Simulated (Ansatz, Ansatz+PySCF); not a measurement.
```json
{"atom": "C", "x (Å)": "0.0000", "y (Å)": "0.0000", "z (Å)": "0.0000"}
{"atom": "C", "x (Å)": "0.0000", "y (Å)": "0.0000", "z (Å)": "1.1100"}
```

Basis set: STO-3G (spherical functions). Correlated methods keep 2 orbitals frozen. Charge 0, multiplicity 1.

Computed with Ansatz (development build ahead of 0.2.0); the reference of a correlated method needn't be the lowest determinant of its kind. Restricted open shells among the atoms or ions are ROHF, correlated in semicanonical orbitals with singles.

Give the atomization energy at this shape (free ground-state atoms in the same class of orbitals less the molecule, no zero-point energy) of singlet C₂ by full CI (lowest root of this spin), UHF-CCSD(T), UHF-CCSD.

```tsv
method	atomization energy
full CI (lowest root of this spin)	5.50 eV
UHF-CCSD(T)	5.20 eV
UHF-CCSD	5.17 eV
```

Caution: the shape is not the minimum. Caution for UHF-CCSD(T): another reference gives a lower total. Caution for UHF-CCSD(T), UHF-CCSD: large amplitudes, a single reference is doubtful; the determinant may break the point group; the program doubts this total; the reference determinant was not shown to be the lowest; the unrestricted determinant is a mixture of spin states.

This basis has no polarisation functions and is too small for such energies, which can lie far from measured ones in either direction.
